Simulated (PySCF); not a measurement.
# Polarisability and C₆ of Bi(3+) (bismuth, charge +3)

[Xe] 4f14 5d10 6s2, closed-shell 1S. Calculation: PySCF 2.14, in aug-cc-pVQZ-PP with one added diffuse shell each of s, p, d, f, g type with ECP60MDF (8s8p6d4f3g, 117 functions); a scalar-relativistic core potential. Coupled (time-dependent) response in atomic units; α is the mean over directions.

| method | mean α (bohr³) | C₆ (like pair) | S(−4) |
| --- | --- | --- | --- |
| UHF | 11.06 | 64.95 | 35.16 |
| PBE | 9.621 | 56.79 | 23.69 |
| PBE0 | 9.916 | 58.41 | 25.84 |

S(−4) is the Cauchy moment in α(ω) = α(0) + S(−4) ω² + …

α(iu) at PBE:

```tsv
u (hartree)	α(iu) (bohr³)
0	9.621
0.0500	9.562
0.100	9.392
0.200	8.787
0.300	7.987
0.500	6.385
0.750	4.882
1.00	3.876
1.50	2.662
2.00	1.956
3.00	1.175
5.00	0.5408
```

For an ion, C₆ is the dispersion term alone; charge-induced terms of lower order in 1/R come first.

Energies and moments cover only the electrons outside the core potential. Spin-orbit coupling, which splits the p, d and f shells strongly at this Z, is absent.
